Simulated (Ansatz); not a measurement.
Total energies of C2H9AlS, SMILES `C[S+](C)[AlH3-]`.

```xyz
13

C    -0.4647   -0.9865    1.2789
S    -0.3218    0.6771    0.6187
C     1.4497    0.7773    0.3431
Al   -1.0873    0.2968   -1.6668
H    -0.0457   -1.7040    0.5726
H     0.0397   -1.0459    2.2432
H    -1.5281   -1.1848    1.4100
H     1.7698   -0.0323   -0.3137
H     1.6411    1.7345   -0.1412
H     1.9750    0.7388    1.2973
H    -0.7094    1.7141   -2.3033
H    -0.0989   -0.9348   -1.9693
H    -2.6195   -0.0503   -1.3695
```

Total charge 0; spin multiplicity 1. Geometry: relaxed with PBE0-D4/def2-TZVP. Basis def2-TZVPP, Ansatz 0.2.0.

RPA on PBE orbitals: Hartree–Fock energy of these orbitals -720.41405 Eh, correlation -1.15809 Eh (frozen core).

```
             functional  energy without D4 (Eh)  D4 term (kJ/mol)
            LDA (SPW92)              -719.05687                 –
                    PBE              -721.85298             -27.5
                 revPBE              -722.13661             -81.6
                   BLYP              -722.22687             -60.0
                 r2SCAN              -722.18215              -6.8
                 B97M-V              -722.14409                 –
                   PBE0              -721.93129             -23.3
                  B3LYP              -722.34306             -44.3
                r2SCANh              -722.17624              -7.3
                r2SCAN0              -722.16833              -8.0
HSE06 (plane-wave form)              -721.91183             -21.8
                  BHLYP              -722.23382             -34.3
              CAM-B3LYP              -722.25452             -23.7
                LC-ωPBE              -722.05271                 –
                ωB97X-V              -722.17077                 –
                ωB97M-V              -722.18505                 –
                 B2PLYP              -721.95972                 –
               PBE-QIDH              -721.74956                 –
```

B3LYP takes the VWN-RPA correlation (the form of Gaussian; ORCA's B3LYP/G). HSE06 is the plane-wave form, built on full-range PBE exchange. The double hybrids freeze the cores in their second-order part.

LC-ωPBE has ω = 0.4 bohr⁻¹.
